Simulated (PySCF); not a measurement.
The scaffold BH2-X carries different groups X. Gas-phase values, no solvent. One relaxed conformer stands for each flexible species; it need not be the lowest. Strings in code marks are SMILES.

The HOMO from two functionals at the same geometries (M06-2X/def2-TZVP), both in PySCF: PBE-D3(BJ)/def2-TZVP and M06-2X/def2-TZVP. 

```
species                             PBE-D3(BJ)/def2-TZVP (eV)
----------------------------------  -------------------------
X = amino (`BN`)                                        -7.32
X = methylamino (`BNC`)                                 -6.60
X = methoxy                                             -7.10
X = fluoromethyl (`BCF`)                                -7.37
X = methoxycarbonyl (`O(C)C(=O)B`)                      -6.56
X = isocyano (`B[N+]#[C-]`)                             -7.70
```

### Question
What does M06-2X/def2-TZVP give for each?

### Answer

- X = amino (`BN`): -10.05
- X = methylamino (`BNC`): -9.18
- X = methoxy: -10.02
- X = fluoromethyl (`BCF`): -10.57
- X = methoxycarbonyl (`O(C)C(=O)B`): -9.56
- X = isocyano (`B[N+]#[C-]`): -10.74
Over these rows, drawn at random from the members with no instability flagged (it was tested for open shells, ions and some series alone), PBE minus M06-2X: mean +2.91 eV, from +2.57 eV to +3.20 eV.
